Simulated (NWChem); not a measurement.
# Total energies of boron oxyfluoride (BFO)

```xyz
3

F      0.0000     0.0000    -1.1962
B      0.0000     0.0000     0.0865
O      0.0000     0.0000     1.2917
```
Charge 0, spin multiplicity 1.

The numbers come from NWChem runs, not from measurements. All single points use one geometry, from PBE0/def2-SVP, a minimum by its harmonic frequencies.

Basis set: 3-21G (27 functions).

```
method     total energy (Ha)
---------  -----------------
RHF               -197.98245
MP2               -198.28534
B2PLYP            -198.70356
PBE               -198.68809
B3LYP             -198.90117
CAM-B3LYP         -198.83128
CCSD(T)           -198.29008
```

Total energies of different functionals aren't comparable as a measure of quality: only differences taken within one method are. 

The correlated methods keep 3 core orbitals frozen. B3LYP has NWChem's definition, with VWN1-RPA local correlation. No row is a measurement; the coupled-cluster row has its own basis-set and correlation limits.
